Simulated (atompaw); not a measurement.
**Reading a pseudo-wave (terbium)**

Columns: radius, all-electron u(r) and pseudo u(r) of the 5d shell (level -3.38 eV) of terbium in the configuration [Kr] 4d10 4f8 5s2 5p6 5d1 6s2 6p0; LDA (PW92), non-relativistic, PAW (atompaw) scheme, atompaw 4.2.0.5.

```tsv
r (bohr)	all-electron	pseudo
0.115	0.1707	0.0004
0.231	0.0515	0.0034
0.346	-0.1832	0.0110
0.462	-0.2758	0.0255
0.577	-0.2264	0.0477
0.692	-0.1026	0.0785
0.808	0.0458	0.1181
0.923	0.1877	0.1649
1.038	0.3118	0.2179
1.154	0.4143	0.2753
1.269	0.4938	0.3340
1.385	0.5538	0.3924
1.500	0.5960	0.4468
1.615	0.6239	0.4956
1.731	0.6403	0.5372
1.846	0.6472	0.5697
1.962	0.6467	0.5927
2.077	0.6406	0.6061
2.192	0.6302	0.6104
2.308	0.6164	0.6068
2.423	0.6003	0.5968
2.538	0.5826	0.5820
2.654	0.5636	0.5640
2.769	0.5441	0.5444
2.885	0.5240	0.5241
3.000	0.5040	0.5040
```

**Question.** How many radial nodes do the two functions have?

**Answer.** The all-electron 5d function has n − l − 1 = 2; the pseudo-wave has 0, since the states of the same l below it are removed with the core.

**Question.** Is the pseudo-wave norm-conserving?

**Answer.** No, it belongs to a PAW set: the norm inside the radius is not constrained, and the difference is carried by the augmentation charge.
